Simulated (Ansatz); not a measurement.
Mo3O9⁻, that is (MoO3)3 with one electron more. Total charge -1; doublet. Geometry PBE-D4/def2-SVP, that of the neutral singlet; atoms count from 1.

Cartesian coordinates in Å:
```
O 2.699 0.967 -1.693
Mo 1.539 -0.207 -1.322
O 1.893 -1.577 -2.250
O -0.223 0.422 -1.651
Mo -1.801 0.717 -0.635
O -2.262 2.344 -0.662
O -3.102 -0.187 -1.227
O -1.301 0.163 1.112
Mo 0.261 -0.514 1.956
O -0.013 -2.034 2.646
O 0.794 0.512 3.191
O 1.517 -0.607 0.535
```

In the def2 sets Mo takes a core potential; there is no spin–orbit coupling.

**Question.** Estimate the Mulliken populations from the PBE0/def2-TZVP orbitals of Ansatz.

**Answer.** 
```tsv
atom	charge (e)	spin (α − β)	d electrons
O1	-0.65	0.02	–
Mo2	1.75	0.48	3.68
O3	-0.65	0.02	–
O4	-0.86	-0.04	–
Mo5	1.81	0.25	3.63
O6	-0.62	0.02	–
O7	-0.62	0.02	–
O8	-0.87	-0.02	–
Mo9	1.81	0.26	3.63
O10	-0.62	0.02	–
O11	-0.62	0.02	–
O12	-0.86	-0.04	–
```
Mulliken values depend strongly on the basis.

**Question.** Where does the spin sit?

**Answer.** Summed by element: O 0.01, Mo 0.99, of 1 unpaired in all. Largest on single atoms: Mo2 0.48, Mo9 0.26, Mo5 0.25.

**Question.** And the Mayer bond orders between heavy atoms (over 0.3)?

**Answer.** O1–Mo2 1.80 (1.69 Å); Mo2–O3 1.80 (1.69 Å); Mo2–O4 0.73 (1.90 Å); Mo2–O12 0.73 (1.90 Å); O4–Mo5 0.83 (1.90 Å); Mo5–O6 1.81 (1.69 Å); Mo5–O7 1.81 (1.69 Å); Mo5–O8 0.76 (1.90 Å); O8–Mo9 0.76 (1.90 Å); Mo9–O10 1.81 (1.69 Å); Mo9–O11 1.81 (1.69 Å); Mo9–O12 0.83 (1.90 Å).
